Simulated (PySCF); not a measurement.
**TlO(OH), singlet: data card**

Level of theory: B3LYP in PySCF with Tl def2-TZVP with ECP60, O def2-TZVP, H def2-TZVP; scalar-relativistic core potentials, no spin–orbit coupling; density-fitted integrals.

The structure is a minimum.

```xyz
4
charge 0 multiplicity 1, angstrom
Tl   -0.0080   -0.0200    0.0000
O     0.0044   -1.8984    0.0000
O     0.1216    1.9933    0.0000
H    -0.7638    2.3803    0.0000
```

```
Point group                                                                   : Cs
Bond lengths                                                                  : O–H 0.966 Å, Tl–O 1.878 Å, Tl–O 2.017 Å
Bond angles                                                                   : H–O–Tl 109.9°, O–Tl–O 175.9°
Heat capacity Cp at 298.15 K                                                  : 59.0 J/(mol K)
Zero-point energy                                                             : 37.8 kJ/mol
Lowest empty level                                                            : -2.63 eV
Principal quadrupole moments (Buckingham, traceless) about the centre of mass : -14.43, 5.12, 9.31 D Å
Enthalpy at 298.15 K above 0 K                                                : 14.08 kJ/mol
Highest occupied level                                                        : -7.34 eV
Rotational symmetry number                                                    : 1
Principal polarisabilities                                                    : 29.4, 30.8, 63.8 bohr³
Rotational constants                                                          : 20.88, 0.1327, 0.1319 cm⁻¹
Atomisation energy without zero-point energy                                  : 960 kJ/mol
Entropy at 298.15 K and 1 bar                                                 : 290.2 J/(mol K)
Dipole moment                                                                 : 3.70 D
```

Harmonic modes (masses in u: Tl 204.974, O 15.995, H 1.008):
| symmetry | ω (cm⁻¹) | IR (km/mol) |
| --- | --- | --- |
| a' | 159 | 15.8 |
| a'' | 162 | 1.9 |
| a' | 556 | 42.6 |
| a' | 741 | 63.7 |
| a' | 914 | 45.9 |
| a' | 3784 | 73.9 |

Charges (e):
| atom | Mulliken | Löwdin | polar tensor | Mayer order to Tl1 |
| --- | --- | --- | --- | --- |
| Tl1 | 0.81 | 0.53 | 0.99 | – |
| O2 | -0.54 | -0.39 | -0.56 | 1.73 |
| O3 | -0.58 | -0.30 | -0.66 | 0.95 |
| H4 | 0.31 | 0.16 | 0.23 | 0.02 |
Other Mayer orders above 0.3: O–H 0.90.

Mulliken populations on Tl1 (electrons outside its core potential): s 3.30, p 6.77, d 10.02, f 0.10.

Only a few start shapes were tried, so a lower isomer may exist. With an element this heavy the missing spin–orbit coupling can shift these numbers.

The final relaxation and frequency run took 40 s on 4 threads of a shared Arm Neoverse V2 host, with 118 basis functions and 21 gradients; the process peaked at 1.3 GiB.
